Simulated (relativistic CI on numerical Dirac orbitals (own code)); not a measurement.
**Magnetism of Mn⁶⁺, 3d, in a crystal field**

Calculated by Dirac-Coulomb-Breit CI, KLI orbitals optimised for each configuration, a model potential for QED, valence Slater integrals scaled by 0.75, one configuration in a parametric crystal field (own radial code).

Field parameters in Wybourne normalisation: Oh B⁴₀ = 21Dq, B⁴₄ = √(5/14) B⁴₀. The field is a parameter set, without covalency.

S is read from ⟨S²⟩ = S(S + 1).

Powder χT (cm³ K mol⁻¹) by Van Vleck's formula, with temperature-independent terms:

```csv
Field,2 K,5 K,10 K,20 K,50 K,100 K,200 K,300 K
"Oh, 10Dq = 5900 cm⁻¹",0.0204,0.0222,0.0252,0.0313,0.0496,0.08,0.141,0.201
"Oh, 10Dq = 10600 cm⁻¹",0.00778,0.00969,0.0129,0.0192,0.0383,0.0702,0.134,0.196
"Oh, 10Dq = 15300 cm⁻¹",0.00451,0.00646,0.00969,0.0162,0.0356,0.068,0.133,0.196
"Oh, 10Dq = 20000 cm⁻¹",0.00322,0.00518,0.00844,0.015,0.0346,0.0672,0.133,0.196
"Oh, 10Dq = 24700 cm⁻¹",0.00258,0.00455,0.00783,0.0144,0.0341,0.0669,0.133,0.196
"Oh, 10Dq = 29400 cm⁻¹",0.00221,0.00419,0.00748,0.0141,0.0338,0.0668,0.133,0.196
"Oh, 10Dq = 34100 cm⁻¹",0.00199,0.00397,0.00727,0.0139,0.0337,0.0667,0.133,0.196
"Oh, 10Dq = 38800 cm⁻¹",0.00184,0.00382,0.00713,0.0137,0.0336,0.0667,0.133,0.197
```

**Question.** For Oh, 10Dq = 15300 cm⁻¹: what effective moment follows at 300 K?

**Answer.** μ_eff = √(8χT) = 1.25 μB. The ground level has S = 0.50; the spin-only moment for S = 1/2 is 1.73 μB. The difference comes from the orbital moment, spin-orbit mixing of terms and temperature-independent paramagnetism, all larger in this ionic model than in covalent complexes.
